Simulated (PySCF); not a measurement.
Al²⁺ (aluminium, charge +2) across methods

[Ne] 3p1, 2P determinant (an excited configuration). All numbers are calculated (PySCF 2.14, the non-relativistic Hamiltonian (point nucleus), in dyall-av3z (19s12p3d2f, 84 functions)).

```json
{"method": "MN15", "E (hartree)": "-241.2385", "mean ε 2p α (eV)": "-97.109", "mean ε 2p β (eV)": "-96.927", "mean ε 3p α (eV)": "-19.619", "Σ⟨r²⟩ (bohr²)": "11.02", "⟨S²⟩": "0.750"}
{"method": "r2SCAN", "E (hartree)": "-241.2113", "mean ε 2p α (eV)": "-93.438", "mean ε 2p β (eV)": "-93.264", "mean ε 3p α (eV)": "-18.885", "Σ⟨r²⟩ (bohr²)": "11.06", "⟨S²⟩": "0.750"}
{"method": "PBE", "E (hartree)": "-241.0972", "mean ε 2p α (eV)": "-91.713", "mean ε 2p β (eV)": "-91.533", "mean ε 3p α (eV)": "-18.841", "Σ⟨r²⟩ (bohr²)": "11.01", "⟨S²⟩": "0.750"}
{"method": "PBEsol", "E (hartree)": "-240.6170", "mean ε 2p α (eV)": "-91.573", "mean ε 2p β (eV)": "-91.396", "mean ε 3p α (eV)": "-18.712", "Σ⟨r²⟩ (bohr²)": "11.02", "⟨S²⟩": "0.750"}
{"method": "revPBE", "E (hartree)": "-241.1898", "mean ε 2p α (eV)": "-91.658", "mean ε 2p β (eV)": "-91.490", "mean ε 3p α (eV)": "-18.852", "Σ⟨r²⟩ (bohr²)": "11.03", "⟨S²⟩": "0.750"}
{"method": "UHF", "E (hartree)": "-240.79085", "mean ε 2p α (eV)": "-109.71", "mean ε 2p β (eV)": "-109.34", "mean ε 3p α (eV)": "-21.528", "Σ⟨r²⟩ (bohr²)": "11.38", "⟨S²⟩": "0.750"}
{"method": "r2SCAN0", "E (hartree)": "-241.2022", "mean ε 2p α (eV)": "-97.738", "mean ε 2p β (eV)": "-97.515", "mean ε 3p α (eV)": "-19.621", "Σ⟨r²⟩ (bohr²)": "11.09", "⟨S²⟩": "0.750"}
{"method": "PBE0", "E (hartree)": "-241.1172", "mean ε 2p α (eV)": "-96.516", "mean ε 2p β (eV)": "-96.290", "mean ε 3p α (eV)": "-19.622", "Σ⟨r²⟩ (bohr²)": "11.07", "⟨S²⟩": "0.750"}
{"method": "LDA", "E (hartree)": "-240.1746", "mean ε 2p α (eV)": "-91.823", "mean ε 2p β (eV)": "-91.638", "mean ε 3p α (eV)": "-18.701", "Σ⟨r²⟩ (bohr²)": "11.00", "⟨S²⟩": "0.750"}
```
